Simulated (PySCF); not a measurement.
r2SCAN0 on Sc⁻ (scandium, charge -1), [Ar] 3d2 4s2, high-spin 3F determinant. All numbers are calculated (PySCF 2.14, scalar relativity by spin-free X2C-1e, in x2c-TZVPPall with one added diffuse shell each of s, p, d, f type (7s6p5d3f1g, 80 functions)).

```
cycle= 1 E= -764.12104440489  delta_E= -0.00807  |g|= 0.0116  |ddm|= 0.638
cycle= 2 E= -764.12189404809  delta_E= -0.00085  |g|= 0.0179  |ddm|= 0.19
cycle= 3 E= -764.12208889802  delta_E= -0.000195  |g|= 0.00778  |ddm|= 0.041
cycle= 4 E= -764.122377438495  delta_E= -0.000289  |g|= 0.00329  |ddm|= 0.137
cycle= 5 E= -764.122477964262  delta_E= -0.000101  |g|= 0.00141  |ddm|= 0.0868
cycle= 6 E= -764.122505220367  delta_E= -2.73e-05  |g|= 0.00011  |ddm|= 0.0714
cycle= 7 E= -764.122505246107  delta_E= -2.57e-08  |g|= 0.000226  |ddm|= 0.00186
cycle= 8 E= -764.122505299253  delta_E= -5.31e-08  |g|= 4.27e-05  |ddm|= 0.000499
cycle= 9 E= -764.122505303708  delta_E= -4.45e-09  |g|= 8.6e-06  |ddm|= 0.000396
cycle= 10 E= -764.122505304228  delta_E= -5.2e-10  |g|= 2.91e-06  |ddm|= 0.000178
converged SCF energy = -764.122505304228  <S^2> = 2.0560963  2S+1 = 3.0371673
```

Highest occupied orbital energy: 1.177 eV; ⟨L²⟩ = 12.02; populations by l: s 8.00, p 12.00, d 2.00, f 0.00.

Question: Can this result be used?

Answer: With care. The run converged. The configuration of this anion was assumed by filling the next shell in order. It is not the known or likely ground configuration (Ca⁻, Sr⁻ and Ba⁻, for instance, bind a p electron), so these values are not the electron affinity of the element. At r2SCAN0 the highest occupied level has a positive energy, so only the finite basis holds that electron.
